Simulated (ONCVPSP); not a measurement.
# An all-electron radial function and its pseudo partner (N (Z = 7))

Columns: radius, all-electron u(r) and pseudo u(r) of the 2s shell (level -19.03 eV) of nitrogen in the configuration [He] 2s1 2p4; PBE, scalar-relativistic, ONCV scheme, ONCVPSP 4.0.1.

```json
{"r (bohr)": "0.070", "all-electron": "-0.3405", "pseudo": "0.0460"}
{"r (bohr)": "0.140", "all-electron": "-0.3793", "pseudo": "0.0977"}
{"r (bohr)": "0.210", "all-electron": "-0.2720", "pseudo": "0.1580"}
{"r (bohr)": "0.280", "all-electron": "-0.1020", "pseudo": "0.2270"}
{"r (bohr)": "0.350", "all-electron": "0.0844", "pseudo": "0.3041"}
{"r (bohr)": "0.420", "all-electron": "0.2631", "pseudo": "0.3898"}
{"r (bohr)": "0.490", "all-electron": "0.4222", "pseudo": "0.4833"}
{"r (bohr)": "0.560", "all-electron": "0.5571", "pseudo": "0.5804"}
{"r (bohr)": "0.630", "all-electron": "0.6667", "pseudo": "0.6731"}
{"r (bohr)": "0.700", "all-electron": "0.7519", "pseudo": "0.7529"}
{"r (bohr)": "0.770", "all-electron": "0.8147", "pseudo": "0.8148"}
{"r (bohr)": "0.840", "all-electron": "0.8576", "pseudo": "0.8576"}
{"r (bohr)": "0.910", "all-electron": "0.8835", "pseudo": "0.8835"}
{"r (bohr)": "0.980", "all-electron": "0.8950", "pseudo": "0.8950"}
{"r (bohr)": "1.050", "all-electron": "0.8948", "pseudo": "0.8947"}
{"r (bohr)": "1.120", "all-electron": "0.8850", "pseudo": "0.8850"}
{"r (bohr)": "1.190", "all-electron": "0.8677", "pseudo": "0.8676"}
{"r (bohr)": "1.260", "all-electron": "0.8445", "pseudo": "0.8444"}
{"r (bohr)": "1.330", "all-electron": "0.8169", "pseudo": "0.8169"}
{"r (bohr)": "1.400", "all-electron": "0.7862", "pseudo": "0.7861"}
{"r (bohr)": "1.470", "all-electron": "0.7533", "pseudo": "0.7532"}
{"r (bohr)": "1.540", "all-electron": "0.7190", "pseudo": "0.7189"}
{"r (bohr)": "1.610", "all-electron": "0.6840", "pseudo": "0.6840"}
{"r (bohr)": "1.680", "all-electron": "0.6488", "pseudo": "0.6488"}
{"r (bohr)": "1.750", "all-electron": "0.6139", "pseudo": "0.6139"}
{"r (bohr)": "1.820", "all-electron": "0.5796", "pseudo": "0.5796"}
```

Task: How many radial nodes do the two functions have?

Result: The all-electron 2s function has n − l − 1 = 1; the pseudo-wave has 0, since the states of the same l below it are removed with the core.

Task: At about which radius was the pseudo-wave matched?

Result: 0.85 bohr. The columns agree to 0.0005 from 0.77 bohr on; several derivatives are matched, so the curves merge somewhat inside the radius.

Task: Where does each function peak?

Result: Outermost all-electron maximum near 0.98 bohr, pseudo maximum near 0.98 bohr (to the table’s step).

Task: Is the pseudo-wave norm-conserving?

Result: Yes: the ONCV scheme keeps the norm inside the radius equal to the all-electron one, which fixes the energy derivative of the logarithmic derivative at the level.
